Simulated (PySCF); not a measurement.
Magnetic susceptibility: `CO[C@H]1C[C@@H](O)C1`, C5H10O2

Geometry (Å), atoms numbered from 1 in this order:
```xyz
17

C    -1.1470    1.9859    0.6745
O    -1.3080    0.8991   -0.2049
C    -0.2682   -0.0384   -0.2823
C     1.1138    0.3848   -0.8300
C     1.7688   -0.5099    0.2428
O     2.8747   -0.0137    0.9332
C     0.4187   -0.5867    0.9869
H    -1.2170    1.6748    1.7230
H    -0.2014    2.5147    0.5158
H    -1.9689    2.6654    0.4552
H    -0.6941   -0.8464   -0.8819
H     1.3184    0.1476   -1.8700
H     1.3278    1.4390   -0.6609
H     2.0842   -1.4759   -0.1537
H     2.6513    0.8485    1.3037
H     0.0940   -1.5643    1.3328
H     0.3884    0.1129    1.8202
```

Level of theory: GIAO PBE0/pcSseg-1 magnetisability, rotational g tensor and spin-rotation constants, non-relativistic, gas phase (PySCF). Geometry: GFN2-xTB, dihedral held. The dihedral C7–C3–O2–C1 is held at 45°.

(1) What are the magnetisability and the molar susceptibility?

(2) Split it along the inertial axes a, b, c into diamagnetic and paramagnetic parts about the centre of mass, with the quadrupole moment.

(3) And the rotational g tensor?

## Answers

(1) Isotropic -1118 × 10⁻³⁰ J/T², or -67.3 × 10⁻⁶ cm³/mol; principal values -1175, -1101, -1076 × 10⁻³⁰ J/T², anisotropy 89 × 10⁻³⁰ J/T² (root of half the summed squared differences of the principal values). The susceptibility is in cgs units.

(2) 
```tsv
axis	χ (10⁻⁶ cm³/mol)	diamagnetic (10⁻⁶ cm³/mol)	paramagnetic (10⁻⁶ cm³/mol)	summed x² of all electrons (Å²)	quadrupole Θ (D Å)
a	-69.7	-339.1	269.4	155.0	-11.79
b	-66.4	-812.0	745.6	43.6	+9.68
c	-65.8	-842.6	776.8	36.4	+2.11
```
Anisotropies 2χaa − χbb − χcc = -7.3 and 2χbb − χaa − χcc = +2.7 × 10⁻⁶ cm³/mol. Θ is traceless in Buckingham's convention.

(3) 
| axis | rotational constant (GHz) | g | nuclear part | electronic part |
| --- | --- | --- | --- | --- |
| a | 5.2800 | -0.0073 | 0.6610 | -0.6683 |
| b | 1.6604 | -0.0147 | 0.5669 | -0.5816 |
| c | 1.5920 | -0.0112 | 0.5697 | -0.5810 |

Asymmetric top; isotopes 12C, 1H, 16O; no vibrational averaging.
